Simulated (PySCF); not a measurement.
## Spinor energies of Ir²⁺ (iridium, charge +2)

Start: [Xe] 4f14 5d7; 5d3/2 filled at m_j = +1/2, +3/2; 5d5/2 filled at m_j = -3/2, -1/2, +1/2, +3/2, +5/2. Calculated with PySCF 2.14 in x2c-TZVPall-2c with one added diffuse shell each of s, p, d type (12s12p11d2f, 117 functions): generalised Hartree-Fock with the X2C-1e Hamiltonian and a Gaussian nucleus; spin-orbit coupling (SO) screened by Boettger's factors. This is a chosen level, not necessarily the ground level.

```csv
spinor shell,electrons,"ε, screened SO (eV)",weight of nominal j (screened SO),"rms radius, screened SO (bohr)"
1s1/2,2,-76525.4,1.000,0.0197
2s1/2,2,-13545.7,1.000,0.0795
2p1/2,2,-12954.1,1.000,0.0675
2p3/2,4,-11320.8,1.000,0.0752
3s1/2,2,-3246.9,1.000,0.203
3p1/2,2,-2982.5,1.000,0.195
3p3/2,4,-2619.2,1.000,0.210
3d3/2,4,-2182.9,1.000,0.185
3d5/2,6,-2104.7,1.000,0.189
4s1/2,2,-741.08,1.000,0.450
4p1/2,2,-628.46,1.000,0.456
4p3/2,4,-541.33,1.000,0.490
4d3/2,4,-356.39,1.000,0.507
4d5/2,6,-339.42,1.000,0.519
5s1/2,2,-132.60,1.000,1.05
4f5/2,6,-101.48,0.996,0.586
4f7/2,8,-98.197,0.997,0.587
5p1/2,2,-96.193,0.985,1.15
5p3/2,4,-79.876,0.993,1.24
5d3/2,2,-31.372,0.580,1.72
5d5/2,5,-30.343,0.472,1.74
```

```tsv
quantity	screened SO
E (hartree)	-17838.16145
M_J	9/2
⟨J²⟩	24.766
⟨L²⟩	13.109
⟨S²⟩	3.587
```

Each row is a mean over spinors that exchange with the open shell spreads, by up to 7.313 eV (5p3/2).

Rows whose weight is well below 1 are mixtures of j = l ± 1/2: exchange outweighs spin-orbit coupling there, and the label is only the starting occupation.

Breit and QED terms are absent; they matter most for the inner s and p1/2 levels.

Densities and radii are taken from the X2C orbitals without a picture-change correction, which distorts them close to the nucleus.
